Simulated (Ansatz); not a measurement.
The cluster KBi₂⁺, relaxed as a singlet with RKS r2SCAN-D4/def2-TZVP in Ansatz, starting from the r2SCAN-D4/def2-TZVP geometry of the neutral doublet. Force threshold 0.02 eV/Å.

In the def2 sets Bi takes a core potential; there is no spin–orbit coupling. The structure comes from a short search, and lower isomers may exist.

Start:

```xyz
3

K     1.002    0.507    1.820
Bi    0.236    0.700   -1.573
Bi   -1.238   -1.207   -0.247
```

```
step  energy (eV)  largest force component (eV/Å)  SCF passes
   1  -28006.9421                           1.109          18
   2  -28007.0073                           1.524          27
   3  -28007.1390                           0.207          21
   4  -28007.1601                           0.077          22
   5  -28007.1645                           0.028          22
   6  -28007.1647                           0.005          23
```

Force components are those of the run's own axes.

End:

```xyz
3

K     1.164    0.587    2.119
Bi    0.123    0.621   -1.699
Bi   -1.287   -1.208   -0.420
```

By distances, no bond broke or formed. The bond that changes most is K1–Bi2, from 3.48 to 3.96 Å (atoms count from 1).

No frequencies were taken in this run, so the end may be a saddle point.

It took 15 s on 4 threads of Intel Xeon on a shared host.
